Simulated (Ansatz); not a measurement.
Total energies of the cluster Tl₂F from Ansatz at PBE0-D4/def2-TZVP, gas phase (1 Eh = 27.2114 eV = 2625.5 kJ/mol). The reference geometry is relaxed at PBE0-D4/def2-TZVP.

```xyz
3

Tl   -0.673    1.456    0.736
Tl   -0.072   -1.072   -1.400
F     0.745   -0.384    0.664
```

| state | geometry | energy (Eh) |
| --- | --- | --- |
| charge 0 doublet | reference | -444.90107 |
| charge 1 singlet | reference | -444.70057 |
| charge 0 quartet | relaxed at PBE0-D4/def2-TZVP | -444.74258 |
| free Tl atom (doublet) | – | -172.49863 |
| free F atom (doublet) | – | -99.67617 |

In the def2 sets Tl takes a core potential; there is no spin–orbit coupling.

Q: Work out the vertical ionisation energy to the singlet.

A: E(charge 1 singlet) − E(charge 0 doublet) = -444.70057 − (-444.90107) = 0.20050 Eh = 5.46 eV. For comparison, −ε of the highest occupied level of the spin that leaves is 3.74 eV at this level, 1.72 eV less.

Q: Which of the charge 0 states is lowest, and how far above it are the others?

A: The doublet. quartet: -444.74258 − (-444.90107) = 0.15849 Eh = 416.1 kJ/mol. The quartet differs in its bonds from the reference.

Q: What is the binding energy per atom against free atoms?

A: Atoms: 2 × (-172.49863) + 1 × (-99.67617) = -444.67343 Eh. Binding: -444.67343 − (-444.90107) = 0.22764 Eh = 6.19 eV, or 2.06 eV for each of 3 atoms (no zero-point energy, no counterpoise term).

The structure comes from a short search, and lower isomers may exist.
